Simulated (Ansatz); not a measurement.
A single point on AsBH5NO.

```yaml
crystal:
  periodic: [false, false, false]
  atoms:
    - {symbol: B, position_ang: [-0.712692, 0.830846, -0.550460]}
    - {symbol: As, position_ang: [0.888403, 0.499610, 0.691152]}
    - {symbol: N, position_ang: [1.497115, -1.051604, 0.060353]}
    - {symbol: O, position_ang: [-1.149904, 0.083095, 0.716391]}
    - {symbol: H, position_ang: [-0.751532, 0.125633, -1.520652]}
    - {symbol: H, position_ang: [-1.102488, 1.964100, -0.611917]}
    - {symbol: H, position_ang: [1.847954, -1.758196, 0.685253]}
    - {symbol: H, position_ang: [1.171265, -1.402848, -0.826311]}
    - {symbol: H, position_ang: [-1.599622, 0.663066, 1.339191]}
basis:
  gaussian: {orbitals: def2-TZVPP}
hamiltonian: {xc: pbe}
correlation: {method: rpa}
```

```sh
$ ansatz run in.yaml --threads 4 --pin off --events-out ev --progress --plain --max-ram 10444MiB
```

It prints (some lines left out):

```
Functional definition: PBE
1293 factors; integrals over basis functions are off by at most 1.1e-3 eV
mean field evaluation 1: about -65106.7638 eV, gradient 9.3e1 eV
mean field evaluation 2: about -65106.7606 eV, gradient 9.3e1 eV
mean field evaluation 4: about -65122.3741 eV, gradient 2.6e1 eV
mean field evaluation 8: about -65124.0392 eV, gradient 6.4e-1 eV
mean field evaluation 16: about -65124.0390 eV, gradient 6.0e-4 eV
mean field -65124.03903386 eV, -2393.2642918353 hartree, gradient 2.6e-6 eV, S^2 0.000000; 2 other end points of the search recorded, 0 dependent functions left out
12 core orbitals not correlated: weight in the atoms' cores, before any rotation towards them, 1.000 or more for the frozen orbitals, at most 0.000 for the correlated occupied ones
reference -65065.40413659 eV, -2391.1094991049 hartree; 17, 17 occupied and 182, 182 virtual orbitals, 1293 factors
Total energy: -65101.68207745 eV, -2392.4426888412 hartree
```

Hardware: 4 threads of an Arm Neoverse V2 on a shared host. Wall time 6 s, peak host memory 0.49 GiB.
